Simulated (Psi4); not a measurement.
C₅H₇, doublet, geometry from GFN2-xTB; BLYP/def2-SVP in Psi4.

Here is a job for Psi4.
```
memory 2 GB

molecule mol {
0 2
C    -0.005921    0.062557    0.049199
C     0.052769    0.741468    1.297763
C    -0.041436   -0.735651    1.321739
C     0.716844    0.019145   -1.258714
C    -0.787096    0.067000   -1.219987
H     0.719895    1.443913    1.745386
H    -0.983005   -1.190907    1.605347
H     0.819495   -1.329858    1.614922
H     1.192554   -0.910537   -1.536923
H     1.253021    0.901122   -1.577312
H    -1.335845   -0.826101   -1.481285
H    -1.277075    0.985252   -1.510139
}

set {
  basis def2-svp
  reference uks
}

energy('blyp')
print_variables()
```

It wrote (shortened):

```
   => Loading Basis Set <=

    Name: DEF2-SVP
    Role: ORBITAL
    Keyword: BASIS

         ---------------------------------------------------------
                                   SCF
               by Justin Turney, Rob Parrish, Andy Simmonett
                          and Daniel G. A. Smith
                              UKS Reference
         ---------------------------------------------------------

  ==> Geometry <==

    Molecular point group: c1
    Full point group: C1

    Geometry (in Angstrom), charge = 0, multiplicity = 2:

       Center              X                  Y                   Z               Mass
    ------------   -----------------  -----------------  -----------------  -----------------
         C           -0.000164575522     0.048839001777     0.032331067356    12.000000000000
         C            0.058525424478     0.727750001777     1.280895067356    12.000000000000
         C           -0.035679575522    -0.749368998223     1.304871067356    12.000000000000
         C            0.722600424478     0.005427001777    -1.275581932644    12.000000000000
         C           -0.781339575522     0.053282001777    -1.236854932644    12.000000000000
         H            0.725651424478     1.430195001777     1.728518067356     1.007825032230
         H           -0.977248575522    -1.204624998223     1.588479067356     1.007825032230
         H            0.825251424478    -1.343575998223     1.598054067356     1.007825032230
         H            1.198310424478    -0.924254998223    -1.553790932644     1.007825032230
         H            1.258777424478     0.887404001777    -1.594179932644     1.007825032230
         H           -1.330088575522    -0.839818998223    -1.498152932644     1.007825032230
         H           -1.271318575522     0.971534001777    -1.527006932644     1.007825032230

  Running in c1 symmetry.

  Rotational constants: A =      0.38389  B =      0.14482  C =      0.14120 [cm^-1]
  Rotational constants: A =  11508.87971  B =   4341.71674  C =   4233.02324 [MHz]
  Nuclear repulsion =  162.180065468287268

  Charge       = 0
  Multiplicity = 2
  Electrons    = 37
  Nalpha       = 19
  Nbeta        = 18

  ==> Algorithm <==

  SCF Algorithm Type is DF.
  DIIS enabled.
  MOM disabled.
  Fractional occupation disabled.
  Guess Type is SAD.
  Energy threshold   = 1.00e-06
  Density threshold  = 1.00e-06
  Integral threshold = 1.00e-12

  ==> Primary Basis <==

  Basis Set: DEF2-SVP
    Blend: DEF2-SVP
[...]
      Ntotal   =   37.0000107558 ; deviation = 1.076e-05

   @Spin Contamination Metric:   2.595501641E-03
   @S^2 Expected:                7.500000000E-01
   @S^2 Observed:                7.525955016E-01
   @S   Expected:                5.000000000E-01
   @S   Observed:                5.000000000E-01

    Orbital Energies [Eh]
    ---------------------

    Alpha Occupied:

[...]
      19A     -0.155558

    Alpha Virtual:

[...]
    Beta Occupied:

[...]
    Beta Virtual:

[...]
    Final Occupation by Irrep:
              A
    DOCC [    18 ]
    SOCC [     1 ]
    NA   [    19 ]
    NB   [    18 ]

  @DF-UKS Final Energy:  -194.33808964652465

   => Energetics <=

    Nuclear Repulsion Energy =            162.1800654682872675
    One-Electron Energy =                -580.9703719754058966
    Two-Electron Energy =                 254.0614769587778596
    DFT Exchange-Correlation Energy =     -29.6092600981838601
    Empirical Dispersion Energy =           0.0000000000000000
    VV10 Nonlocal Energy =                  0.0000000000000000
    Total Energy =                       -194.3380896465246508

  UHF NO Occupations:
  HONO-2 :   17  A 1.9997178
  HONO-1 :   18  A 1.9993674
  HONO-0 :   19  A 1.0000000
  LUNO+0 :   20  A 0.0006326
  LUNO+1 :   21  A 0.0002822
  LUNO+2 :   22  A 0.0002236
  LUNO+3 :   23  A 0.0001089

Computation Completed

Properties will be evaluated at   0.000000,   0.000000,   0.000000 [a0]

Properties computed using the SCF density matrix

 Multipole Moments:

 ------------------------------------------------------------------------------------
     Multipole            Electronic (a.u.)      Nuclear  (a.u.)        Total (a.u.)
 ------------------------------------------------------------------------------------

 L = 1.  Multiply by 2.5417464519 to convert [e a0] to [Debye]
 Dipole X            :         -0.2420532            0.4024884            0.1604352
 Dipole Y            :          0.8454189           -0.9591644           -0.1137455
 Dipole Z            :          0.9953024           -1.1794112           -0.1841088
 Magnitude           :                                                    0.2693948

 ------------------------------------------------------------------------------------

  Variable Map:
  ----------------------------------------------------------------------------
[...]
  Array Variable Map:
  ----------------------------------------------------------------------------
[...]
[...]
```
